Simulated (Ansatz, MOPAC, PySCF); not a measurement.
Noncovalent pair: C2H4 (SMILES C=C) (first 6 atoms) with H2 (SMILES [H][H]); geometry from B3LYP-D3(BJ)/def2-TZVP, rigid monomers moved along the line of their centres of mass till C2···H7 is 2.75 Å.
(charge 0, multiplicity 1):
```xyz
8

C      0.4094     0.5515    -0.3288
C     -0.1351    -0.6137    -0.0115
H      1.4820     0.7026    -0.3114
H     -0.1950     1.4026    -0.6185
H     -1.2077    -0.7648    -0.0283
H      0.4692    -1.4647     0.2788
H     -0.2966     0.1011     2.6435
H     -0.4332     0.0643     3.3747
```

| level | interaction energy (kcal/mol) | minus CCSD(T)/CBS(aug-cc-pVDZ, aug-cc-pVTZ) | cost |
|---|---|---|---|
| PM7 | -0.23 | -0.07 | - |
| HF/6-31G* | 0.78 | 0.93 | - |
| HF/aug-cc-pVDZ | 0.88 | 1.03 | - |
| PBE/def2-TZVPPD | -0.09 | 0.06 | ×1 |
| BP86/6-31G* (no counterpoise) | 0.06 | 0.21 | - |
| r2SCAN-D4/def2-TZVPPD | -0.07 | 0.09 | ×2 |
| B3LYP/def2-TZVPPD | 0.44 | 0.59 | ×1 |
| PBE0-D3(BJ)/def2-TZVPPD | -0.40 | -0.25 | ×2 |
| PBE0-D4/def2-TZVPPD | -0.36 | -0.21 | ×2 |
| MP2/6-31G* | 0.45 | 0.60 | - |
| MP2/aug-cc-pVDZ | 0.04 | 0.19 | - |
| MP2/CBS(aug-cc-pVDZ, aug-cc-pVTZ) | -0.18 | -0.03 | - |
| CCSD/aug-cc-pVTZ | 0.04 | 0.19 | - |
| CCSD(T)/CBS(aug-cc-pVDZ, aug-cc-pVTZ) | -0.15 | 0.00 | ×400* |

 The comparison column counts from a level with limits of its own.

The rows run from -0.40 (PBE0-D3(BJ)/def2-TZVPPD) to 0.88 kcal/mol (HF/aug-cc-pVDZ).

Monomers are frozen at their geometry in the pair; levels with a basis set take the counterpoise correction. Rows marked so take none.

Correlated levels freeze the cores. CBS(a, b) extrapolates the correlation energy as X⁻³ and adds the Hartree–Fock energy of set b. Rows in 6-31G* carry no dispersion term and start afresh at each structure (6-31G* with six Cartesian d functions). MP2/6-31G* freezes PySCF's default core. The state that PM7 reach isn't checked; PM7 holds dispersion and hydrogen-bond terms.

Run with Ansatz (a program for electronic structure) with Gaussian orbitals; MOPAC for PM7 (differences of heats of formation); PySCF for 6-31G* rows, the dispersion terms. Each number belongs to the level named beside it.

Costs are rough ratios of core time to PBE/def2-TZVPPD (about 1.3 s over the structures, on one shared machine); a dash marks a level with no comparable run of its own. A star marks coupled-cluster runs past 200 virtual orbitals, where the program's memory plan changes under this machine's limit, so their costs aren't comparable with smaller runs.
